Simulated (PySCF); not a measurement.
# Towards the basis-set limit for KNa

State: ¹Σ⁺, singlet, closed shell. De refers to K + Na. RHF-based CCSD(T) in PySCF 2.14 with K cc-pwCVDZ-X2C, Na cc-pCVDZ-DK and K cc-pwCVTZ-X2C, Na cc-pCVTZ-DK (frozen core orbitals: 6; spin-free X2C with a Gaussian nucleus). Correlation energies are extrapolated as n⁻³ (n = 2, 3), Hartree–Fock as (n+1)·exp(−9√n).

```json
{"Level": "CCSD(T)/DZ", "Re (Å)": "3.5582", "ωe (cm⁻¹)": "119.1", "ωexe (cm⁻¹)": "0.434", "αe (cm⁻¹)": "0.000422", "De (eV)": "0.629"}
{"Level": "CCSD(T)/TZ", "Re (Å)": "3.5097", "ωe (cm⁻¹)": "121.9", "ωexe (cm⁻¹)": "n/a", "αe (cm⁻¹)": "0.000420", "De (eV)": "0.643"}
{"Level": "HF/CBS", "Re (Å)": "3.6844", "ωe (cm⁻¹)": "118.3", "ωexe (cm⁻¹)": "0.302", "αe (cm⁻¹)": "0.000299", "De (eV)": "-0.061"}
{"Level": "MP2/CBS", "Re (Å)": "3.4603", "ωe (cm⁻¹)": "130.1", "ωexe (cm⁻¹)": "n/a", "αe (cm⁻¹)": "0.000330", "De (eV)": "0.498"}
{"Level": "CCSD/CBS", "Re (Å)": "3.5053", "ωe (cm⁻¹)": "124.5", "ωexe (cm⁻¹)": "0.405", "αe (cm⁻¹)": "0.000370", "De (eV)": "0.589"}
{"Level": "CCSD(T)/CBS", "Re (Å)": "3.4895", "ωe (cm⁻¹)": "123.1", "ωexe (cm⁻¹)": "n/a", "αe (cm⁻¹)": "0.000416", "De (eV)": "0.647"}
```

Question: How much is left between CCSD(T)/TZ and the basis-set limit, and how much do the triples give at the limit?

Answer: CCSD(T)/CBS less CCSD(T)/TZ: -20.2 mÅ in Re, +1.2 cm⁻¹ in ωe and +0.004 eV in De. CCSD(T)/CBS less CCSD/CBS: -15.8 mÅ in Re, -1.4 cm⁻¹ in ωe and +0.058 eV in De.

The T1 diagnostic is 0.012. The open-shell atoms are computed with UHF. Spin–orbit coupling, excitations beyond (T) and corrections to the Born–Oppenheimer picture are left out.

The whole job (state search and all basis sets along the bond) took about 5.7 min on 4 threads of Arm Neoverse N1 (shared host), peak memory 3.7 GiB.
